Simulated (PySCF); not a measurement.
## Which determinant of Be2 lies lowest?

Unrestricted PBE0; PySCF, no relativity, basis sets Be STO-3G. Outer shells of the fragments: Be 2s2; Be 2s2.

Followed along the bond (rough minima from three points):

```json
{"2Ms+1": "1", "unpaired": "none", "⟨S²⟩ at the start": "0.00", "R at minimum (Å)": "2.40", "Te (eV)": "0.00"}
{"2Ms+1": "3", "unpaired": "σ ↑↑", "⟨S²⟩ at the start": "2.00", "R at minimum (Å)": "2.13", "Te (eV)": "0.23"}
{"2Ms+1": "3", "unpaired": "σ ↑, π ↑", "⟨S²⟩ at the start": "2.06", "R at minimum (Å)": "1.94", "Te (eV)": "0.39"}
{"2Ms+1": "1", "unpaired": "σ ↑, π ↓", "⟨S²⟩ at the start": "1.05", "R at minimum (Å)": "1.92", "Te (eV)": "0.94"}
```

Solutions found at the starting distance of 1.920 Å, counted from the lowest of them; the search is not exhaustive and high or unbound solutions are not listed, so other states can lie among these:

| 2Ms+1 | unpaired | term | E (eV) | ⟨S²⟩ | ⟨Lz²⟩ |
| --- | --- | --- | --- | --- | --- |
| 3 | σ ↑, π ↑ | ³Π | 0.00 | 2.06 | 1.00 |
| 3 | σ ↑↑ | ³Σ⁺ | 0.05 | 2.00 | 0.00 |
| 1 | none | ¹Σ⁺ | 0.21 | 0.00 | 0.00 |
| 1 | σ ↑, π ↓ | mixed | 0.55 | 1.05 | 1.00 |
| 3 | π ↑↑ | ³Σ⁻ | 1.71 | 2.00 | 0.00 |
| 1 | π ↑↓ | mixed | 1.93 | 1.00 | 2.00 |

A term symbol is given only where ⟨S²⟩ and ⟨Lz²⟩ are close to those of a pure state; real π, δ and φ orbitals otherwise mix terms, and g/u labels are left off.

Problem. Compare the gap between the two lowest followed solutions at the starting distance with the gap between their minima.

Solution. At PBE0 the second solution (triplet, unpaired electrons σ ↑↑) lies -0.16 eV from the first (singlet, closed shell) at 1.920 Å and +0.23 eV at the minima; the two curves relax by different amounts, since their minima lie near 2.13 and 2.40 Å.

STO-3G is very small, so such numbers show the basis as much as the molecule.
